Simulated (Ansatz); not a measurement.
Level of theory: r2SCAN-D4/def2-SVP (Ansatz, a quantum-chemistry and plane-wave program). No frequencies were computed at this level.

Ansatz 0.2 input:
```yaml
crystal:
  periodic: [false, false, false]
  atoms:
    - { symbol: Si, position_ang: [-5.144014, 0.843169, -0.399019] }
    - { symbol: Ge, position_ang: [-3.587357, -0.906273, -0.601002] }
    - { symbol: Ge, position_ang: [-1.727743, -1.085939, 0.915282] }
    - { symbol: Ge, position_ang: [-0.126203, -2.866133, 0.70506] }
    - { symbol: Ge, position_ang: [1.713042, -2.990736, 2.248613] }
    - { symbol: Ge, position_ang: [3.288957, -4.808034, 2.22964] }
    - { symbol: Si, position_ang: [5.104961, -4.767771, 3.720059] }
    - { symbol: H, position_ang: [-6.209416, 0.692351, -1.391226] }
    - { symbol: H, position_ang: [-4.485438, 2.132882, -0.612099] }
    - { symbol: H, position_ang: [-5.743177, 0.834186, 0.936472] }
    - { symbol: H, position_ang: [-4.275941, -2.26046, -0.582612] }
    - { symbol: H, position_ang: [-2.993421, -0.954177, -1.998473] }
    - { symbol: H, position_ang: [-0.96675, 0.233853, 0.934848] }
    - { symbol: H, position_ang: [-2.249227, -1.085826, 2.346952] }
    - { symbol: H, position_ang: [0.421951, -2.86994, -0.714817] }
    - { symbol: H, position_ang: [-0.868087, -4.195175, 0.704358] }
    - { symbol: H, position_ang: [1.150997, -2.845554, 3.657176] }
    - { symbol: H, position_ang: [2.48029, -1.677491, 2.155634] }
    - { symbol: H, position_ang: [2.476613, -6.084962, 2.363875] }
    - { symbol: H, position_ang: [3.749959, -4.961758, 0.790263] }
    - { symbol: H, position_ang: [5.831469, -3.503318, 3.590712] }
    - { symbol: H, position_ang: [6.02744, -5.869029, 3.440033] }
    - { symbol: H, position_ang: [4.626337, -4.897705, 5.097246] }
basis:
  gaussian: { orbitals: def2-svp }
hamiltonian:
  xc: r2scan
  dispersion: d4
relax:
  max_steps: 150
```

Output:

```
Functional definition: r2SCAN
3075 factors; their error is unknown
mean field evaluation 1: about -298563.4221 eV, gradient 3.5e1 eV
mean field evaluation 2: about -298564.4066 eV, gradient 3.4e1 eV
mean field evaluation 4: about -298565.5337 eV, gradient 7.7e-1 eV
mean field evaluation 8: about -298565.3201 eV, gradient 1.5e-1 eV
mean field evaluation 16: about -298565.3201 eV, gradient 3.5e-5 eV
mean field -298565.32012105 eV, -10972.0731396060 hartree, gradient 3.5e-5 eV, S^2 0.000000; 0 other end points of the search recorded, 0 dependent functions left out
reference -298565.32014140 eV, -10972.0731403540 hartree; 102, 102 occupied and 174, 174 virtual orbitals, 3075 factors
relax step   1: F+E_penalty+E_count = -298565.48851531 eV  Δ(F+E_penalty+E_count) = +0.000e0 eV  max|allowed force component| = 5.306e-1 eV/Å  Δτ_max = 0.0000 Å  (26 SCF iters, accepted)
these checks for a lower state are left out or cut short: starts, cluster_reference, orbital_swaps, neighbouring_geometries, increment
3075 factors; their error is unknown
mean field -298565.66485023 eV, -10972.0858081696 hartree, gradient 2.5e-5 eV, S^2 0.000000; 0 other end points of the search recorded, 0 dependent functions left out
reference -298565.66487054 eV, -10972.0858089161 hartree; 102, 102 occupied and 174, 174 virtual orbitals, 3075 factors
relax step   2: F+E_penalty+E_count = -298565.83616598 eV  Δ(F+E_penalty+E_count) = -3.477e-1 eV  max|allowed force component| = 3.240e-1 eV/Å  Δτ_max = 0.1915 Å  (28 SCF iters, accepted)
these checks for a lower state are left out or cut short: starts, cluster_reference, orbital_swaps, neighbouring_geometries, increment
3075 factors; their error is unknown
mean field -298565.72427423 eV, -10972.0879919616 hartree, gradient 1.8e-5 eV, S^2 0.000000; 0 other end points of the search recorded, 0 dependent functions left out
reference -298565.72429455 eV, -10972.0879927082 hartree; 102, 102 occupied and 174, 174 virtual orbitals, 3075 factors
relax step   3: F+E_penalty+E_count = -298565.89573257 eV  Δ(F+E_penalty+E_count) = -5.957e-2 eV  max|allowed force component| = 5.480e-2 eV/Å  Δτ_max = 0.0542 Å  (28 SCF iters, accepted)
these checks for a lower state are left out or cut short: starts, cluster_reference, orbital_swaps, neighbouring_geometries, increment
3075 factors; their error is unknown
mean field evaluation 32: about -298565.9420 eV, gradient 1.6e-2 eV
mean field -298565.73239065 eV, -10972.0882902344 hartree, gradient 2.1e-5 eV, S^2 0.000000; 0 other end points of the search recorded, 0 dependent functions left out
reference -298565.73241093 eV, -10972.0882909797 hartree; 102, 102 occupied and 174, 174 virtual orbitals, 3075 factors
relax step   4: F+E_penalty+E_count = -298565.90476097 eV  Δ(F+E_penalty+E_count) = -9.028e-3 eV  max|allowed force component| = 1.713e-2 eV/Å  Δτ_max = 0.0794 Å  (28 SCF iters, accepted)
these checks for a lower state are left out or cut short: starts, cluster_reference, orbital_swaps, neighbouring_geometries, increment
3075 factors; their error is unknown
mean field -298565.72159703 eV, -10972.0878935760 hartree, gradient 2.5e-5 eV, S^2 0.000000; 0 other end points of the search recorded, 0 dependent functions left out
reference -298565.72161731 eV, -10972.0878943216 hartree; 102, 102 occupied and 174, 174 virtual orbitals, 3075 factors
relax step   5: F+E_penalty+E_count = -298565.89416254 eV  Δ(F+E_penalty+E_count) = +1.060e-2 eV  max|allowed force component| = 1.821e-1 eV/Å  Δτ_max = 0.0870 Å  (28 SCF iters, rejected (line search))
these checks for a lower state are left out or cut short: starts, cluster_reference, orbital_swaps, neighbouring_geometries, increment
3075 factors; their error is unknown
mean field -298565.73434793 eV, -10972.0883621629 hartree, gradient 2.2e-5 eV, S^2 0.000000; 0 other end points of the search recorded, 0 dependent functions left out
reference -298565.73436820 eV, -10972.0883629080 hartree; 102, 102 occupied and 174, 174 virtual orbitals, 3075 factors
relax step   6: F+E_penalty+E_count = -298565.90699539 eV  Δ(F+E_penalty+E_count) = -2.234e-3 eV  max|allowed force component| = 3.157e-3 eV/Å  Δτ_max = 0.0435 Å  (28 SCF iters, accepted)
these checks for a lower state are left out or cut short: starts, cluster_reference, orbital_swaps, neighbouring_geometries, increment
3075 factors; their error is unknown
mean field -298565.73461118 eV, -10972.0883718374 hartree, gradient 2.3e-5 eV, S^2 0.000000; 0 other end points of the search recorded, 0 dependent functions left out
reference -298565.73463145 eV, -10972.0883725821 hartree; 102, 102 occupied and 174, 174 virtual orbitals, 3075 factors
relax step   7: F+E_penalty+E_count = -298565.90752888 eV  Δ(F+E_penalty+E_count) = -5.335e-4 eV  max|allowed force component| = 8.369e-3 eV/Å  Δτ_max = 0.0383 Å  (28 SCF iters, accepted)
3075 factors; their error is unknown
mean field evaluation 64: about -298565.9403 eV, gradient 9.2e-1 eV
mean field -298565.73461118 eV, -10972.0883718374 hartree, gradient 2.3e-5 eV, S^2 0.000000; 1 other end points of the search recorded, 0 dependent functions left out
reference -298565.73463144 eV, -10972.0883725821 hartree; 102, 102 occupied and 174, 174 virtual orbitals, 3075 factors
Total energy: -298565.90754914 eV, -10972.0947271902 hartree
Atom 0 at    -4.958588     0.729609    -0.336845 Å, force    -0.002307     0.004803    -0.001647 eV/Å
Atom 1 at    -3.456537    -1.090639    -0.644169 Å, force     0.004011     0.000655     0.004600 eV/Å
Atom 2 at    -1.673192    -1.042029     0.997408 Å, force     0.002538    -0.004768    -0.002651 eV/Å
Atom 3 at    -0.133959    -2.890048     0.705372 Å, force    -0.000898     0.000517     0.001224 eV/Å
Atom 4 at     1.667650    -2.868296     2.324920 Å, force    -0.002424    -0.001938    -0.002569 eV/Å
Atom 5 at     3.133608    -4.782710     2.072438 Å, force    -0.003051     0.004709    -0.000760 eV/Å
Atom 6 at     4.929923    -4.694987     3.631013 Å, force     0.002009    -0.000982     0.007723 eV/Å
Atom 7 at    -6.075652     0.690938    -1.330140 Å, force     0.005424     0.001458     0.005014 eV/Å
Atom 8 at    -4.216492     2.017793    -0.492720 Å, force    -0.003929    -0.005331     0.000783 eV/Å
Atom 9 at    -5.534052     0.671104     1.041323 Å, force    -0.000684     0.000423    -0.004113 eV/Å
Atom 10 at    -4.205420    -2.430606    -0.518818 Å, force    -0.002812    -0.000226     0.000941 eV/Å
Atom 11 at    -2.835056    -1.040408    -2.052426 Å, force    -0.000146     0.001656    -0.001735 eV/Å
Atom 12 at    -0.904109     0.288143     0.883601 Å, force    -0.000577     0.000868    -0.001847 eV/Å
Atom 13 at    -2.277775    -1.103482     2.413286 Å, force    -0.001542     0.000762    -0.000412 eV/Å
Atom 14 at     0.462108    -2.835424    -0.714323 Å, force     0.000358    -0.000477    -0.000605 eV/Å
Atom 15 at    -0.910042    -4.215505     0.827142 Å, force    -0.000487    -0.001242     0.000644 eV/Å
Atom 16 at     1.076187    -2.859568     3.747635 Å, force     0.000845    -0.002206     0.000661 eV/Å
Atom 17 at     2.483996    -1.572050     2.159468 Å, force     0.000541     0.000242    -0.000187 eV/Å
Atom 18 at     2.309614    -6.068023     2.274788 Å, force     0.000582    -0.000985     0.000009 eV/Å
Atom 19 at     3.675630    -4.804646     0.630915 Å, force     0.002244     0.001453     0.000359 eV/Å
Atom 20 at     5.686660    -3.419838     3.442770 Å, force     0.000832    -0.005324     0.000934 eV/Å
Atom 21 at     5.868063    -5.845605     3.452504 Å, force    -0.005111     0.004879     0.002002 eV/Å
Atom 22 at     4.382674    -4.727564     5.021834 Å, force     0.004584     0.001055    -0.008369 eV/Å
Dipole moment:    -0.001233    -0.006573    -0.006844 e Å
```

Cost: about 3.0 core-minutes (a rough figure).
